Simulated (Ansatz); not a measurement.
Frontier orbitals of F$_{2}$H$_{2}$OSi$_{2}$, SMILES `F[Si]1(F)O[SiH2]1`.

Total charge 0; spin multiplicity 1. The structure was optimised at the PBE0-D4/def2-TZVP level. Basis def2-TZVPP, Ansatz.

| functional | HOMO (eV) | LUMO (eV) | gap (eV) |
| --- | --- | --- | --- |
| PBE | -6.47 | -2.31 | 4.16 |
| revPBE | -6.40 | -2.20 | 4.20 |
| B97M-V | -6.76 | -2.12 | 4.64 |
| PBE0 | -7.68 | -1.45 | 6.23 |
| B3LYP | -7.48 | -1.68 | 5.80 |
| BHLYP | -8.80 | -0.53 | 8.27 |
| CAM-B3LYP | -9.01 | -0.42 | 8.59 |
| ωB97M-V | -9.77 | 0.38 | 10.15 |

From PBE to PBE0 the HOMO moves by −1.21 eV and the LUMO by +0.87 eV, and with ωB97M-V by −3.30 and +2.69 eV, so the gap grows from 4.15 to 10.14 eV with exact exchange. A positive LUMO is unbound and depends on the basis.

B3LYP here is the variant with VWN-RPA as its local correlation; programs differ in this.
